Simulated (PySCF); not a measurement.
# Indirect couplings

Geometry:
```
atom   x (Å)   y (Å)   z (Å)
  C1  -0.461   2.196   1.495
  C2  -0.480   1.208   0.794
  C3  -0.547   0.074   0.004
  C4  -1.227  -1.118   0.462
  C5   0.124   0.076  -1.318
  F6  -0.292  -0.941  -2.112
  C7   1.465  -0.164  -0.764
  C8   2.558  -0.437  -0.347
  H9  -0.454   3.060   2.102
 H10  -2.178  -1.181  -0.092
 H11  -0.702  -2.027   0.151
 H12  -1.440  -1.116   1.528
 H13   0.090   1.013  -1.888
 H14   3.544  -0.644  -0.036
```

Total charge +1.

Couplings: B3LYP/pcJ-1 (spin–dipole term only in couplings to heteroatoms) in PySCF 2.14, geometry GFN2-xTB; gas phase, one conformer, non-relativistic. Couplings are averaged over pairs made equivalent by symmetry, fast rotation or ring inversion, so a value needn't be that of the named pair in this geometry, while other rotamers aren't included; one pair stands for each set, and the list holds a selection of those of at least 0.8 Hz over up to four bonds. One-bond C–F couplings come out tens of Hz too large with common functionals.

Isotopes: 13C, 1H, 19F.

```csv
pair,bonds,J (Hz)
"C1, C2",1,198.1
"C1, H9",1,?
"C2, C3",1,101.2
"C3, C4",1,41.4
"C3, C5",1,41.6
"C4, H10",1,141.7
"C5, F6",1,-285.1
"C5, C7",1,72.5
"C5, H13",1,194.6
"C7, C8",1,200.6
"C8, H14",1,?
"C2, H9",2,52.7
"C3, H10",2,?
"C3, H13",2,1.7
"F6, C7",2,20.1
"C7, H13",2,-17.0
"C7, H14",2,?
"H10, H11",2,-20.0
"C2, H10",3,?
"C3, H9",3,?
"C4, F6",3,?
"F6, C8",3,9.8
"C8, H13",3,5.8
"C1, C7",4,1.6
"C5, H9",4,?
"H13, H14",4,-5.5
```

Task: Estimate the withheld couplings, with signs.

Result: 
- 1J(C1,H9) = 294.6 Hz (bond length 1.056 Å, sp carbon)
- 1J(C8,H14) = 288.2 Hz (bond length 1.054 Å, sp carbon)
- 2J(C3,H10) = -3.5 Hz (mean over equivalent pairs that range from -5.7 to -0.1 Hz in this conformer)
- 2J(C7,H14) = 52.9 Hz (angle at C8 176°)
- 3J(C2,H10) = 3.6 Hz (mean over equivalent pairs that range from -1.5 to 7.0 Hz in this conformer)
- 3J(C3,H9) = 2.1 Hz
- 3J(C4,F6) = 1.8 Hz (dihedral angle 17°)
- 4J(C5,H9) = -1.9 Hz
